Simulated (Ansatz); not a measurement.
`CC(C)[Si]N`, charge 0, multiplicity 1.

Give a relaxed structure at PBE0-D4/def2-TZVP (the Gaussian-basis code of Ansatz). (Best estimate.)

Ansatz gave: 
Z-matrix (Å, degrees):
```
C
C 1 1.520
H 1 1.096 2 111.3
H 1 1.096 2 111.4 3 118.9
H 1 1.094 2 112.2 3 -121.1
C 2 1.531 1 111.4 3 -62.5
Si 2 1.926 1 118.5 3 63.4
H 2 1.102 1 108.5 3 -179.9
H 6 1.095 2 111.2 1 61.3
H 6 1.095 2 111.3 1 -58.1
H 6 1.094 2 112.1 1 -178.7
N 7 1.707 2 100.8 1 -2.5
H 12 1.010 7 126.5 2 0.4
H 12 1.008 7 121.4 2 -179.5
```
This is one stationary point; other conformers may exist.
